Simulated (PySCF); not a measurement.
CH₈AsB.
Geometry (PBE0-D3(BJ)/def2-SVP, Å), atoms numbered from 1 in this order:
```
atom  x, y, z in Å
C1    -1.405    0.683   -0.081
B2    -0.545   -0.661    0.116
As3    1.488   -0.201   -0.009
H4    -2.472    0.412   -0.009
H5    -1.227    1.449    0.693
H6    -1.272    1.162   -1.066
H7    -0.561   -1.171    1.231
H8    -0.611   -1.498   -0.777
H9     2.048    0.398   -1.280
H10    2.101    0.772    0.973
H11    2.466   -1.338    0.156
```

Computed with TDDFT wB97X-D/def2-SVPD, vertical, gas phase, core orbitals frozen in the response in PySCF 2.14.0, density-fitted response routines. The wB97X-D/def2-SVPD calculation is non-relativistic and has no spin–orbit coupling, an omission that weighs most on arsenic.

Ground-to-excited transition dipoles (e·a0, same axes as the geometry; the sign carries no meaning), for the states with f of 0.002 or more among the lowest 7:

```json
{"state": "S1", "E (eV)": "7.404", "μx": "-0.020", "μy": "-0.277", "μz": "0.047"}
{"state": "S2", "E (eV)": "7.447", "μx": "0.688", "μy": "0.099", "μz": "-0.032"}
{"state": "S3", "E (eV)": "7.508", "μx": "-0.002", "μy": "-0.026", "μz": "-0.164"}
{"state": "S4", "E (eV)": "7.566", "μx": "-0.002", "μy": "-0.018", "μz": "-0.105"}
{"state": "S5", "E (eV)": "7.654", "μx": "-0.007", "μy": "-0.061", "μz": "-0.369"}
{"state": "S6", "E (eV)": "7.907", "μx": "-0.134", "μy": "-0.229", "μz": "0.045"}
{"state": "S7", "E (eV)": "7.958", "μx": "0.013", "μy": "0.054", "μz": "0.301"}
```

(1) Work out the oscillator strengths.

(2) Label these states by symmetry in Cs.

(3) What angle do the transition dipoles of S6 and S7 make?

Answers

(1) f = (2/3) ΔE |μ|² with ΔE in hartree (27.2114 eV).

```json
{"state": "S1", "|μ|² (au)": "0.079", "|μ| (D)": "0.72", "f": "0.014"}
{"state": "S2", "|μ|² (au)": "0.485", "|μ| (D)": "1.77", "f": "0.088"}
{"state": "S3", "|μ|² (au)": "0.028", "|μ| (D)": "0.42", "f": "0.005"}
{"state": "S4", "|μ|² (au)": "0.011", "|μ| (D)": "0.27", "f": "0.002"}
{"state": "S5", "|μ|² (au)": "0.140", "|μ| (D)": "0.95", "f": "0.026"}
{"state": "S6", "|μ|² (au)": "0.072", "|μ| (D)": "0.68", "f": "0.014"}
{"state": "S7", "|μ|² (au)": "0.094", "|μ| (D)": "0.78", "f": "0.018"}
```

(2) Polarised normal to the mirror plane, so A″: S3, S4, S5 and S7. Polarised in the mirror plane, so A′: S1, S2 and S6.

(3) |cos θ| = |μa·μb| / (|μa| |μb|) = 0.01, so θ ≈ 90° (taken between 0 and 90°, since the signs are arbitrary).

The vertical ionisation energy (ΔSCF) is 10.32 eV, 2.36 eV above S7.

On an x86-64 server with one thread, on a shared host, this took 65 s of wall time.

Without π bonds the low states may be Rydberg-like; a valence basis with one diffuse set may place them up to an eV too high.
